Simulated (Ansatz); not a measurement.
`C=C[Si](F)(F)[SiH3]` + HBr → `F[Si](F)([SiH3])Br` + `C=C`  (ligand exchange at the Si–C bond)

Computed with Ansatz on PBE0-D4/def2-TZVP structures; ΔE is electronic, products minus reactants. CCSD(T)/CBS adds triple-zeta CCSD(T) − MP2 to the extrapolated MP2 energy (def2 sets, frozen cores). This one scheme is used for every species. Functionals use def2-TZVPP. B3LYP here is the variant with VWN-RPA as its local correlation; programs differ in this. For Br outer-core shells are correlated without core-valence functions, which leaves a few kJ/mol of doubt a bond. Scalar relativity is left out up to krypton. One conformer a species, not always the lowest.

| level | ΔE (kcal/mol) | difference from CCSD(T)/CBS |
| --- | --- | --- |
| PBE-D4 | -21.5 | 0.9 |
| r2SCAN-D4 | -22.3 | 0.1 |
| PBE0-D4 | -21.9 | 0.5 |
| B3LYP-D4 | -21.6 | 0.8 |
| ωB97X-V | -21.7 | 0.7 |
| ωB97M-V | -22.1 | 0.3 |
| B2PLYP | -22.1 | 0.3 |
| PBE | -21.8 | 0.6 |
| r2SCAN | -22.5 | -0.1 |
| PBE0 | -22.2 | 0.2 |
| B3LYP | -22.1 | 0.3 |
| HF/def2-TZVPP | -23.3 | -0.9 |
| MP2/def2-TZVPP | -22.2 | 0.2 |
| SCS-MP2/def2-TZVPP | -21.8 | 0.6 |
| CCSD/def2-TZVPP | -21.1 | 1.3 |
| CCSD(T)/def2-TZVPP | -20.9 | 1.5 |
| HF/def2-QZVPP | -23.3 | -0.9 |
| MP2/def2-QZVPP | -23.0 | -0.6 |
| SCS-MP2/def2-QZVPP | -22.5 | -0.1 |
| HF/CBS(def2) | -23.3 | -0.9 |
| MP2/CBS(def2) | -23.6 | -1.2 |
| CCSD/CBS(def2) | -22.6 | -0.2 |
| CCSD(T)/CBS | -22.4 | 0 |

Largest T1 diagnostic among the species: 0.013.

In def2-TZVPP, CCSD(T) changes the Hartree–Fock value by +2.4 kcal/mol (the triples alone add +0.2 kcal/mol) and MP2 by +1.1 kcal/mol.
